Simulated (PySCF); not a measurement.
ClFH₂N₂W, SMILES [NH]=[W](=[NH])([F])[Cl], multiplicity 1. Geometry optimised at B3LYP-D3(BJ)/def2-SVP. The multiplicity is an assumed one; no other spin state was optimised. The structure was generated by enumeration; whether it is a known compound was not checked. The def2 effective core potentials stand for the cores of W; spin–orbit coupling is left out.

The numbers are results of B3LYP-D3(BJ)/def2-SVP (PySCF), not measurements.

Harmonic wavenumbers (cm⁻¹): 139, 182, 225, 248, 303, 396, 430, 616, 625, 686, 734, 993, 1034, 3616, 3619. Rotational constants (GHz): 3.515, 1.880, 1.785; symmetry number 1.

Question: Work out the zero-point energy and the ideal-gas rigid-rotor harmonic-oscillator thermochemistry at 298.15 K and 1 atm.

Answer: ZPE = ½ Σ hcν = ½ × 13847 cm⁻¹ = 82.82 kJ/mol. H − E(el) = 102.87 kJ/mol. Entropy in J/(mol K): translation 178.49, rotation 115.90, vibration 56.99, total 351.39. G − E(el) = -1.89 kJ/mol. Cp = 101.13 J/(mol K). Modes under 150 cm⁻¹ make the vibrational entropy uncertain.
